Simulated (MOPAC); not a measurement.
MOPAC input (AM1):

```
AM1 1SCF CHARGE=-1 GEO-OK AUX(PRECISION=9) THREADS=1
CNO

O    -0.00000000 1   -0.00000000 1   -1.13481261 1
C     0.00000000 1    0.00000000 1    0.04054995 1
N     0.00000000 1    0.00000000 1    1.26217160 1
```

### Question
What heat of formation does the run end on, and which ionisation energy by Koopmans theorem?

### Answer
-30.01 kcal/mol; 3.15 eV.
